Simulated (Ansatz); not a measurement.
## Two structures, one formula

Two relaxed structures of LiAl$_{2}$H$_{3}$S, closed shell (PBE0-D4/def2-TZVP; forces vanish, vibrations not checked).

A:

| atom | x (Å) | y (Å) | z (Å) |
| --- | --- | --- | --- |
| Li1 | 0.7693 | -0.9235 | 2.9191 |
| S2 | -0.9643 | -1.7020 | 1.7905 |
| Al3 | 0.0398 | -0.2794 | 0.5928 |
| Al4 | -0.3089 | 0.6837 | -1.7688 |
| H5 | 1.3232 | 0.2379 | 1.5424 |
| H6 | 0.3519 | 0.0105 | -3.0533 |
| H7 | -1.2110 | 1.9728 | -2.0227 |

B:

```xyz
7
angstrom
Li -0.7066 -1.1843 2.7670
S -0.5595 -1.4909 0.5440
Al 1.1089 0.0297 1.3753
Al -0.6876 0.6323 -0.1664
H 2.6601 -0.2740 1.2464
H 0.6006 -0.0084 2.9667
H -1.8080 1.0558 -1.2118
```

Program: Ansatz 0.2.0. Basis: def2-TZVPP. Cores are frozen in the correlated methods. The outer core shell of Li, Na, Mg and K is correlated. B3LYP uses VWN-RPA correlation.

**Question.** Which structure is lower at CCSD(T), and by how much? (Judge from chemistry; the value comes from the calculation.)

**Answer.** By the calculation: B, by 38.9 kJ/mol (electronic energy, against the other). By their contacts, A is LiAl₂H₃S ([AlH2][Al]12[H][Li]1[S]2) and B is LiAl₂H₃S ([H]1[Li]2[S]3[AlH][AlH]123).

All methods give the same order:

```json
{"method": "PBE-D4", "E(B) − E(A) (kJ/mol)": "-46.6"}
{"method": "r2SCAN-D4", "E(B) − E(A) (kJ/mol)": "-47.9"}
{"method": "PBE0-D4", "E(B) − E(A) (kJ/mol)": "-46.0"}
{"method": "B3LYP-D4", "E(B) − E(A) (kJ/mol)": "-33.9"}
{"method": "wB97M-V", "E(B) − E(A) (kJ/mol)": "-44.8"}
{"method": "HF", "E(B) − E(A) (kJ/mol)": "-14.3"}
{"method": "MP2", "E(B) − E(A) (kJ/mol)": "-42.7"}
{"method": "CCSD", "E(B) − E(A) (kJ/mol)": "-34.6"}
{"method": "CCSD(T)", "E(B) − E(A) (kJ/mol)": "-38.9"}
```

T1 diagnostic: at most 0.014.

Labels in which every atom is bracketed show which atoms are joined, not bond orders.

For scale, one of the runs: CCSD(T)/def2-TZVPP, 187 basis functions, launched by `ansatz run in.yaml --threads 2 --pin off --events-out ev --progress --plain --max-ram 4352MiB`. Time: 22 s of wall clock on 2 CPU threads of an Intel Xeon Platinum 8488C; the host was shared. Peak host memory: 1.7 GiB.
